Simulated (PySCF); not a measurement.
# LaF from Hartree–Fock to correlated methods

State: triplet, about 0.1 electrons in the 4f shell (Mulliken). Set-up: basis La x2c-TZVPall, F x2c-TZVPall; spin-free X2C with a Gaussian nucleus; PySCF 2.14. De refers to La (5d1 6s2) + F in their high-spin ground configurations, without counterpoise correction. The functionals are run spin-unrestricted. A positive dipole means La(−)F(+).

| Level | Re (Å) | ωe (cm⁻¹) | De (eV) | μ (D) |
| --- | --- | --- | --- | --- |
| UHF | 2.102 | 521 | n/a | -3.12 |
| UHF-MP2 | 2.081 | 540 | n/a | n/a |
| UHF-SCS-MP2 | 2.090 | 533 | n/a | n/a |
| UHF-CCSD | 2.089 | 533 | 6.17 | n/a |
| UHF-CCSD(T) | 2.087 | 535 | 6.24 | n/a |
| PBE | 2.061 | 543 | 6.92 | -2.98 |
| BP86 | 2.064 | 542 | 6.83 | -2.99 |
| r²SCAN | 2.061 | 547 | 6.73 | -3.10 |
| PBE0 | 2.055 | 550 | 6.58 | -3.09 |
| B97-3 | 2.068 | 536 | 6.29 | -3.03 |

The bond length runs from 2.055 Å (PBE0) to 2.102 Å (UHF). De spans 6.17 eV (UHF-CCSD, coupled cluster) to 6.92 eV (PBE, GGA).

Correlated steps freeze 19 core orbitals. Spin–orbit coupling is left out, which matters for elements this heavy, above all for dissociation energies. The state is the lowest single determinant that the PBE0 search found; with open d or f shells the true ground state can be another one.

The whole job (state search and all levels along the bond) took about 24 min on 4 threads of Arm Neoverse V1 (shared host), peak memory 5.3 GiB.
